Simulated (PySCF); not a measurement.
**Correlation energy of Se⁺ (selenium, charge +1)**

[Ar] 3d10 4s2 4p3, high-spin 4S determinant. Calculation: PySCF 2.14, in aug-cc-pVQZ-PP with ECP10MDF; a scalar-relativistic core potential. Frozen: 3s2 3p6 3d10; 5 electrons correlated.

```json
{"level": "CCSD", "correlation energy (mhartree)": "-94.50"}
{"level": "(T)", "correlation energy (mhartree)": "-3.04"}
{"level": "CCSD(T)", "correlation energy (mhartree)": "-97.54"}
```

Diagnostics: T1 = 0.0027, D1 = 0.0056, largest double amplitude 0.039.

Cost of the coupled-cluster step: roughly 9 core-seconds, for 5 correlated electrons.
